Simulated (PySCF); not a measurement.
# From computed data to an observable: entropy of an ideal gas

Mo(O)2(OH) (HMoO₃), SMILES [O]=[Mo+]([OH])=[O], charge +1, multiplicity 1.

Geometry optimised at PBE0-D3(BJ)/def2-SVP. The spin state was assumed, not searched. The isomer is the one that the SMILES or the coordinates give; other isomers of the formula were not compared. The def2 effective core potentials stand for the cores of Mo; spin–orbit coupling is left out. One conformer was computed; it need not be the lowest.

PBE0-D3(BJ)/def2-SVP in PySCF gives the harmonic wavenumbers 123, 241, 274, 404, 539, 867, 1079, 1120, 3792 cm⁻¹ and the rotational temperatures 0.3611, 0.2860, 0.1936 K. The molar mass is 144.96 g/mol, the symmetry number 1, the spin multiplicity 1.

Question: Work out the entropy at 298.15 K and 1 atm in the rigid-rotor, harmonic-oscillator model.

Answer: 
Translation (Sackur–Tetrode at 1 atm): S = R[1.5 ln M + 2.5 ln T − 1.16487] = 170.8 J/(mol K).
Rotation: q = (√π/σ) T^1.5/√(θA θB θC) = 64500, S = R[ln q + 3/2] = 104.6 J/(mol K).
Vibration: with u = 1.4388 ν/T, each mode gives R[u/(e^u − 1) − ln(1 − e^−u)]:
```csv
ν (cm⁻¹),modes,u,S (J/(mol K))
123,1,0.59,12.77
241,1,1.16,7.51
274,1,1.32,6.57
404,1,1.95,3.97
539,1,2.60,2.37
867,1,4.18,0.67
1079,1,5.21,0.28
1120,1,5.40,0.24
```
The stiffer modes add less than 0.005 each. Sum 34.4 J/(mol K).
Spin: R ln 1 = 0.0 J/(mol K).
Total 309.8 J/(mol K); the program's own thermochemistry gives 309.7. Translation makes up 55 % and vibration 11 %. Anharmonicity, hindered rotation and orbital degeneracy are left out.
